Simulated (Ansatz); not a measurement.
Compare A (`CC(C)NC(C)(C)C`) with its isomer B (`CCCCNC(C)C`).

Gas-phase electronic energies from Ansatz, PBE0-D4/def2-TZVP geometries. CBS: MP2 limit from def2 TZ/QZ plus the TZ coupled-cluster correction, frozen cores. Functionals use def2-TZVPP. B3LYP here is the variant with VWN-RPA as its local correlation; programs differ in this. Each species was taken in one conformer, which may not be the lowest.

**Question.** Which is lower in electronic energy at CCSD(T)/CBS, and by how much? (An estimate is asked.)

**Answer.** Computed: A, by 15.6 kJ/mol.

**Question.** Give E(B) − E(A) in kJ/mol with B2PLYP, ωB97M-V, PBE-D4, r2SCAN-D4, B3LYP-D4, MP2/def2-TZVPP, PBE0-D4. (Estimate.)

**Answer.** Ansatz gave: B2PLYP 6.9, ωB97M-V 13.3, PBE-D4 8.1, r2SCAN-D4 12.7, B3LYP-D4 8.8, MP2/def2-TZVPP 19.2, PBE0-D4 8.5. None reverses the order clearly.

Largest T1 diagnostic: 0.009.

In def2-TZVPP, CCSD(T) changes the Hartree–Fock value by +18.4 kJ/mol (the triples alone add +3.2 kJ/mol) and MP2 by +22.6 kJ/mol. At CCSD(T), def2-SVP lies −3.8 kJ/mol from the extrapolated value and def2-TZVPP −0.6 kJ/mol.
